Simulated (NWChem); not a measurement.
# MgNH₃; SMILES [NH2][MgH]

```xyz
5

Mg     0.0000     0.0000    -0.7499
H      0.0000     0.0000    -2.4480
N      0.0000     0.0000     1.1382
H      0.0000    -0.8106     1.7398
H      0.0000     0.8106     1.7398
```
Atoms are numbered in this order, from 1.

Results from NWChem. Structure relaxed at the PBE0-D3(BJ)/def2-TZVP level. Ions are spin-unrestricted doublets at the neutral geometry; other ion states weren't tried.

```json
[
 {"level": "B3LYP/def2-SVP", "−ε(HOMO) (eV)": "5.89"},
 {"level": "PBE/def2-SVP", "−ε(HOMO) (eV)": "[?]"},
 {"level": "BHandHLYP/def2-SVP", "−ε(HOMO) (eV)": "7.42"}
]
```

Task: Complete the blanks.

Result: 
- PBE/def2-SVP, −ε(HOMO) (eV): 4.78
